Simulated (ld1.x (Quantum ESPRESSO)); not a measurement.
**Ag: one change to a TM potential, before and after**

ld1.x (Quantum ESPRESSO) 7.5 input, shortened:

```
&input
   title='Ag', zed=47., rel=1, dft='BLYP', iswitch=3,
   config='[Kr] 4d10 5s1 5p0'
 /
 &inputp
   pseudotype=2, tm=.true., lloc=2,
   nlcc=.true., rcore=1.35
 /
3
5S  1  0   1.00   0.00  1.95  1.95  0.0
5P  2  1   0.00   0.00  3.75  3.75  0.0
4D  3  2  10.00   0.00  1.65  1.65  0.0
 &test
   configts(1)='4d10 5s1 5p0'
 /
```

Change: local potential the p channel.

Cutoffs: the cutoffs (Ry, on a coarse ladder) from which the occupation-weighted sum of valence levels, in a spherical-Bessel basis at the reference potential, stays within 10 and 1 mRy of its value at 400 Ry; they do not see the model core or the augmentation charge, which bear on the density cutoff. Errors are all-electron minus pseudo energies relative to the spin-unpolarised reference configuration.

**Question.** What does the change do?

**Answer.** The potential gets neither clearly harder nor softer (70 Ry and 100 Ry → 70 Ry and 100 Ry); the bound ghost in p, s disappears; the number of tests that count goes from 6 to 7; of the 6 tests that both files solve, the error grows in 3 and shrinks in 1 by more than 15 % and 0.3 meV (median size 25.8 → 117.6 meV); the range in which the d phases agree narrows (upper end 3.2 → 0.3). In the separable form a ghost depends on how the local part lies against the semilocal potential of the channel, so the choice of the local part can create or remove one.

| quantity | base | changed |
| --- | --- | --- |
| cutoff, loose | 70 Ry | 70 Ry |
| cutoff, tight | 100 Ry | 100 Ry |
| loose cutoff by channel (10 mRy a level) | s 12 Ry, d 50 Ry | s 6 Ry, d 55 Ry |
| bound ghosts | s, p | none |
| tests counted (converged, no solver errors) | 6 of 7 | 7 of 7 |
| error for 4d10 5s0 5p0, meV [ΔE 7.87 eV] | -9.7 | -11 |
| error for 4d9 5s0 5p0, meV [ΔE 29.91 eV] | -42 | -225 |
| error for 4d8 5s0 5p0, meV [ΔE 66.00 eV] | -266 | -1013 |
| error for 4d10 5s0.5 5p0, meV [ΔE 3.06 eV] | -2.2 | -0.8 |
| error for 4d7 5s0 5p0, meV [ΔE 117.57 eV] | -830 | -2481 |
| error for 4d10 5s0 5p1, meV [ΔE 3.90 eV] | -0.4 | -0.5 |
| s: phases at 4.03 bohr within 0.05 rad from the reference energy up to (Ry; the scan ends near 5) | 1.0 | 0.1 |
| p: phases at 4.03 bohr within 0.05 rad from the reference energy up to (Ry; the scan ends near 5) | 1.5 | 1.2 |
| d: phases at 4.03 bohr within 0.05 rad from the reference energy up to (Ry; the scan ends near 5) | 3.2 | 0.3 |

Base: Tests not counted: 4d9 5s1 5p1 (solver errors, printed error -2.3 eV). Changed file: These tests converged, but a pseudo level misses the all-electron one widely, so the file describes the atom poorly there or has found another state: 4d8 5s0 5p0: empty 5s by 4.7 eV; 4d7 5s0 5p0: empty 5s by 10.5 eV. A true bound ghost makes a file unfit for plane-wave use even where its test errors are small: the radial tests pick states by their node count and pass the ghost by. Where a test does run into it, the solver fails or the error is huge.
